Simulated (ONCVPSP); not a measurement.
## bismuth: one change to an ONCV potential, before and after

| Quantity | Value |
| --- | --- |
| Element | bismuth (Bi) |
| Generator | ONCVPSP 4.0.1 |
| Type | optimised norm-conserving Vanderbilt (ONCV) |
| Functional | PBE |
| Relativity | scalar-relativistic |
| Frozen core | [Kr] 4d10 4f14 |
| Valence charge | 23 |
| Reference configuration | 5s2 5p6 5d10 6s2 6p3 |
| Partial waves | 5s+6s: rc 1.25 bohr, ncon 3, nbas 7, qcut 10.8 1/bohr, 2 projectors; 5p+6p: rc 1.45 bohr, ncon 4, nbas 8, qcut 10 1/bohr, 2 projectors; 5d: rc 1.15 bohr, ncon 3, nbas 7, qcut 7.2 1/bohr, 2 projectors, debl 3.8 Ha |
| Local potential | polynomial inside 0.80 bohr (lpopt 3, dvloc0 3 Ha) |
| Core correction | Teter function, fcfact 2.75, rcfact 1.25 |

All-electron outer shells of the reference configuration (PBE, scalar-relativistic, ld1.x):

```tsv
shell	level (eV)	outermost node (bohr)	outermost maximum (bohr)
4d	-430.06	0.19	0.38
5s	-157.79	0.44	0.77
4f	-152.59	–	0.34
5p	-95.86	0.48	0.86
5d	-27.08	0.51	1.03
6s	-14.48	0.98	1.88
6p	-4.57	1.14	2.44
```

Change: s: qcut 8.4; p: qcut 7.7; d: qcut 5.6.

Cutoffs: the cutoffs (Ha) at which the residual kinetic energy of the hardest occupied pseudo-wave falls to 1 and 0.1 mHa per electron; they do not see the model core or the augmentation charge, which bear on the density cutoff. Errors are all-electron minus pseudo energies relative to the spin-unpolarised reference configuration.

**Question.** What does the change do?

**Answer.** The potential gets harder (42 Ha and 48 Ha → 103 Ha and 147 Ha); of the 4 tests that both files solve, the error grows in 1 and shrinks in 0 by more than 15 % and 0.3 meV (median size 7.2 → 9.1 meV); the range in which the s phases agree narrows (upper end 3.8 → 2.4); neither file shows a bound ghost.

| quantity | base | changed |
| --- | --- | --- |
| cutoff, loose | 42 Ha | 103 Ha |
| cutoff, tight | 48 Ha | 147 Ha |
| loose cutoff by channel | s 42 Ha, p 32 Ha, d 25 Ha | s 30 Ha, p 18 Ha, d 103 Ha |
| bound ghosts | none | none |
| GHOST(+) flags under 300 eV | s at 117.5 eV | s at 102.9 eV |
| error for 5s2 5p6 5d10 6s2 6p2, meV [ΔE 7.91 eV] | -3.3 | -3.3 |
| error for 5s2 5p6 5d10 6s2 6p1, meV [ΔE 23.16 eV] | -11 | -11 |
| error for 5s2 5p6 5d10 6s2 6p0, meV [ΔE 46.50 eV] | -23 | -23 |
| error for 5s2 5p6 5d10 6s0 6p5, meV [ΔE 20.50 eV] | -3.8 | -7.5 |
| s: phases at 1.27 bohr within 0.05 rad from the reference energy up to (Ha; the scan ends near 5) | 3.8 | 2.4 |
| p: phases at 1.47 bohr within 0.05 rad from the reference energy up to (Ha; the scan ends near 5) | to the end of the scan | to the end of the scan |
| d: phases at 1.17 bohr within 0.05 rad from the reference energy up to (Ha; the scan ends near 5) | to the end of the scan | to the end of the scan |
| rms error of d²Exc/dni dnj with the model core, mHa | 1.45 | 1.02 |
